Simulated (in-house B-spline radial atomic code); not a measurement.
**The neodymium ion Nd⁵⁺: [Ne] 3s1 3p6 (3d3/2)3 (3d5/2)6 4s2 4p6 4d10 4f3 5s2 5p6 (with a hole in an inner shell)**

Level of theory: Dirac-Hartree-Fock, average of the jj configuration, Fermi nucleus of rms radius 4.9123 fm; calculated with an all-electron radial atomic-structure program (B-spline basis).

Effective charges: Z_r = [3n² - l(l+1)]/(2<r>) from the radius, Z_e = n√(-2ε) from the energy, and Slater's rules. Values are occupation-weighted means over j. An effective charge above Z reflects the relativistic contraction of the inner shells.

| shell | electrons | ε (eV) | <r> (bohr) | Z_r | Z_e | Slater |
| --- | --- | --- | --- | --- | --- | --- |
| 1s | 2 | -44011 | 0.02362 | 63.49 | 56.87 | 59.70 |
| 2s | 2 | -7373.5 | 0.1004 | 59.78 | 46.56 | 55.85 |
| 2p | 6 | -6624.2 | 0.08844 | 56.53 | 44.13 | 55.85 |
| 3s | 1 | -1752.4 | 0.2636 | 51.21 | 34.05 | 49.10 |
| 3p | 6 | -1497 | 0.2602 | 48.05 | 31.47 | 49.10 |
| 3d | 9 | -1162.1 | 0.2379 | 44.13 | 27.73 | 40.20 |
| 4s | 2 | -432.72 | 0.59 | 40.67 | 22.56 | 33.95 |
| 4p | 6 | -348.15 | 0.6198 | 37.11 | 20.23 | 33.95 |
| 4d | 10 | -221.51 | 0.6671 | 31.48 | 16.14 | 22.85 |
| 5s | 2 | -113.16 | 1.354 | 27.69 | 14.42 | 13.70 |
| 4f | 3 | -91.868 | 0.7658 | 23.51 | 10.39 | 15.30 |
| 5p | 6 | -86.573 | 1.499 | 24.35 | 12.61 | 13.70 |

The least bound orbital is 5p3/2 at -85.08 eV, and it is also the most diffuse (<r> = 1.518 bohr). The part-filled 3s shell lies below the filled 5p shell in orbital energy.

For the 1s electron the small component carries 4.95 % of the norm, the zero-frequency Breit interaction raises the level by 121.9 eV, self-energy by 72 eV, and vacuum polarisation lowers it by 11.05 eV.
